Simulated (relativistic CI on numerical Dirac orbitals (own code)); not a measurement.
Crystal-field levels of Mn5+, 3d2

Calculated by Dirac-Coulomb-Breit CI, separate exchange-only KLI orbitals for each configuration, model QED, valence Slater integrals scaled by 0.75, one configuration in a parametric crystal field (own radial code).

Field parameters in Wybourne normalisation: D4h B²₀ = −7Ds, B⁴₀ = 21(Dq − Dt), B⁴₄ = 21√(5/14) Dq; Oh B⁴₀ = 21Dq, B⁴₄ = √(5/14) B⁴₀; Td as Oh with Dq negative (B⁴₀ = 21Dq, B⁴₄ = √(5/14) B⁴₀). The field is a parameter set, without covalency.

S and J are read from ⟨S²⟩ = S(S + 1) and ⟨J²⟩ = J(J + 1) of each level; they are not fictitious spins.

Oh, 10Dq = 37250 cm⁻¹, the lowest 16 levels:

| E (cm⁻¹) | Degeneracy | Irrep | S | J |
| --- | --- | --- | --- | --- |
| 0.0 | 2 | E | 1.00 | 2.74 |
| 12.7 | 3 | T2 | 1.00 | 2.76 |
| 587 | 3 | T1 | 1.00 | 3.44 |
| 860 | 1 | A1 | 1.00 | 3.75 |
| 15200 | 3 | T2 | 0.00 | 3.09 |
| 15398 | 2 | E | 0.00 | 3.18 |
| 34057 | 1 | A1 | 0.00 | 3.02 |
| 35000 | 1 | A2 | 1.00 | 3.00 |
| 35116 | 3 | T2 | 1.00 | 3.12 |
| 35337 | 3 | T1 | 1.00 | 3.41 |
| 35338 | 2 | E | 1.00 | 3.43 |
| 48558 | 1 | A1 | 1.00 | 1.07 |
| 48721 | 3 | T1 | 1.00 | 1.47 |
| 48983 | 3 | T2 | 0.99 | 2.12 |
| 49019 | 2 | E | 1.00 | 2.12 |
| 52168 | 3 | T2 | 0.02 | 3.18 |

Td, 10Dq = -18750 cm⁻¹, the lowest 16 levels:

| E (cm⁻¹) | Degeneracy | Irrep | S | J |
| --- | --- | --- | --- | --- |
| 0.0 | 3 | T2 | 1.00 | 3.22 |
| 16081 | 2 | E | 0.09 | 2.82 |
| 18556 | 1 | A2 | 1.00 | 3.00 |
| 18658 | 3 | T2 | 1.00 | 3.15 |
| 18874 | 3 | T1 | 1.00 | 3.37 |
| 18973 | 2 | E | 0.97 | 3.29 |
| 27878 | 1 | A1 | 0.57 | 3.40 |
| 28139 | 3 | T2 | 1.00 | 2.63 |
| 28172 | 2 | E | 1.00 | 2.71 |
| 28431 | 3 | T1 | 1.00 | 2.96 |
| 29090 | 1 | A1 | 0.66 | 3.36 |
| 34637 | 3 | T2 | 0.01 | 2.65 |
| 39548 | 3 | T1 | 0.01 | 3.99 |
| 43960 | 1 | A1 | 1.00 | 2.31 |
| 44016 | 3 | T1 | 1.00 | 2.30 |
| 44034 | 2 | E | 1.00 | 2.34 |

D4h, 10Dq = 17100, Ds = -1070, Dt = -780 cm⁻¹, the lowest 10 levels:

| E (cm⁻¹) | Degeneracy | Irrep | S | J |
| --- | --- | --- | --- | --- |
| 0.0 | 1 | A1 | 1.00 | 2.87 |
| 61.8 | 2 | E | 1.00 | 2.97 |
| 645 | 1 | B1 | 1.00 | 2.69 |
| 663 | 1 | B2 | 1.00 | 2.73 |
| 1095 | 2 | E | 1.00 | 3.35 |
| 1338 | 1 | A2 | 1.00 | 3.52 |
| 1460 | 1 | A1 | 1.00 | 3.75 |
| 15343 | 1 | B2 | 0.09 | 3.02 |
| 15647 | 1 | B1 | 0.01 | 3.11 |
| 15779 | 2 | E | 0.13 | 2.92 |

The free-ion ground term has S = 1. Every field shown keeps that spin.

Levels of this model without a field, named by their leading LS term (the scale mimics covalency, so terms lie below those of the real free ion): ³F2 0, ³F3 722, ³F4 1612, ¹D2 14216, ³P0 16460, ³P1 16726, ³P2 17284, ¹G4 21725 cm⁻¹.
